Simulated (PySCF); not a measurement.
# Electron correlation in Cd (cadmium, neutral)

[Kr] 4d10 5s1 5p1, high-spin 3P determinant (an excited configuration). All numbers are calculated (PySCF 2.14, a scalar-relativistic core potential, in aug-cc-pVDZ-PP with ECP28MDF (5s5p4d2f, 54 functions)). Frozen: 4s2 4p6; 12 electrons correlated.

| level | correlation energy (mhartree) |
| --- | --- |
| CCSD | -319.07 |
| (T) | -6.11 |
| CCSD(T) | -325.18 |

Diagnostics: T1 = 0.011, D1 = 0.0437, largest double amplitude 0.026.

Cost of the coupled-cluster step: about 7 core-seconds, for 12 correlated electrons.

Iterations:

```
CC2 = 0
CCSD nocc = (np.int64(7), np.int64(5)), nmo = (50, 50)
frozen orbitals [[0, 1, 2, 3], [0, 1, 2, 3]]
max_cycle = 100
direct = 0
conv_tol = 1e-08
conv_tol_normt = 1e-06
diis_space = 8
diis_start_cycle = 0
Init t2, MP2 energy = -0.336673710222839
Init E_corr(UCCSD) = -0.336673710226983
cycle = 1  E_corr(UCCSD) = -0.313889566547233  dE = 0.0227841437  norm(t1,t2) = 0.0496332
cycle = 2  E_corr(UCCSD) = -0.31864736197061  dE = -0.00475779542  norm(t1,t2) = 0.0144113
cycle = 3  E_corr(UCCSD) = -0.31866169409187  dE = -1.43321213e-05  norm(t1,t2) = 0.00681416
cycle = 4  E_corr(UCCSD) = -0.319065805518735  dE = -0.000404111427  norm(t1,t2) = 0.00261939
cycle = 5  E_corr(UCCSD) = -0.319085330398624  dE = -1.95248799e-05  norm(t1,t2) = 0.000808044
cycle = 6  E_corr(UCCSD) = -0.319062170729949  dE = 2.31596687e-05  norm(t1,t2) = 0.000221163
cycle = 7  E_corr(UCCSD) = -0.319068583174631  dE = -6.41244468e-06  norm(t1,t2) = 5.65782e-05
cycle = 8  E_corr(UCCSD) = -0.319068921645477  dE = -3.38470846e-07  norm(t1,t2) = 1.77465e-05
cycle = 9  E_corr(UCCSD) = -0.319068377477126  dE = 5.44168351e-07  norm(t1,t2) = 7.18438e-06
cycle = 10  E_corr(UCCSD) = -0.319068439653851  dE = -6.21767247e-08  norm(t1,t2) = 2.40675e-06
cycle = 11  E_corr(UCCSD) = -0.319068476767192  dE = -3.71133413e-08  norm(t1,t2) = 9.58188e-07
cycle = 12  E_corr(UCCSD) = -0.319068462573809  dE = 1.41933829e-08  norm(t1,t2) = 2.78263e-07
cycle = 13  E_corr(UCCSD) = -0.319068463540386  dE = -9.66577041e-10  norm(t1,t2) = 9.50066e-08
UCCSD converged
E(UCCSD) = -167.064768461004  E_corr = -0.3190684635403862
UCCSD(T) correction = -0.0061115973575533
```
